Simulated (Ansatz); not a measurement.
`C[Si@H](O)O[Si@@H](O)F` → C• + F• + 7 H• + 3 O• + 2 Si•  (atomization)

Isolated molecules relaxed with PBE0-D4/def2-TZVP in Ansatz; ΔE leaves out vibrations. CBS: MP2 limit from def2 TZ/QZ plus the TZ coupled-cluster correction, frozen cores. This one scheme is used for every species, atoms too. DFT in def2-TZVPP. No spin–orbit coupling; open shells (•) take unrestricted orbitals. Spin–orbit coupling would lower the free atoms: a little for C, F, O, Si. Each species was taken in one conformer, which may not be the lowest.

`C[Si@H](O)O[Si@@H](O)F`:

```xyz
14

C     1.644    1.247   -0.678
Si    0.842   -0.403   -0.487
O    -0.378   -0.512   -1.606
O     0.180   -0.534    1.008
Si   -1.329   -0.447    1.610
O    -2.331    0.291    0.567
F    -1.812   -1.939    1.881
H     2.393    1.405    0.101
H     0.898    2.043   -0.599
H     2.133    1.333   -1.651
H     1.778   -1.539   -0.673
H    -0.534   -1.373   -1.998
H    -1.352    0.265    2.892
H    -2.130    0.164   -0.367
```

| level | ΔE (kJ/mol) |
| --- | --- |
| ωB97X-V | 5696.4 |
| ωB97M-V | 5702.1 |
| PBE0 | 5587.1 |
| SCS-MP2/def2-TZVPP | 5643.6 |
| CCSD(T)/def2-TZVPP | 5551.2 |
| HF/def2-QZVPP | 4200.7 |
| MP2/def2-QZVPP | 5794.5 |
| SCS-MP2/def2-QZVPP | 5755.7 |

Problem. What does CCSD(T)/CBS give? (Estimate.)

Solution. The calculation gave: +5719.0 kJ/mol. The listed levels differ from it by -22.6, -16.9, -131.9, -75.4, -167.8, -1518.3, 75.5, 36.7 kJ/mol.

Largest T1 diagnostic among the species: 0.012.

In def2-TZVPP, CCSD(T) changes the Hartree–Fock value by +1366.6 kJ/mol (the triples alone add +76.6 kJ/mol) and MP2 by +1508.0 kJ/mol; breaking electron pairs costs correlation energy, which Hartree–Fock lacks. From PBE to PBE0 (25 % exact exchange), in def2-TZVPP and without D4, ΔE moves by −95.9 kJ/mol: exact exchange takes away binding that semilocal exchange gives to molecules. The D4 term adds +54.2 kJ/mol with B3LYP and +28.8 kJ/mol with PBE0; it sums over pairs of atoms, weighted by their polarisabilities, and B3LYP, whose exchange is more repulsive, gets the larger term.

B3LYP here is the variant with VWN-RPA as its local correlation; programs differ in this.

For atomizations the MP2-based limit and the directly extrapolated one differ by several kJ/mol either way, and by 10 to 25 for some Ge, Se and Sn compounds, so smaller differences from it don't rank the levels.
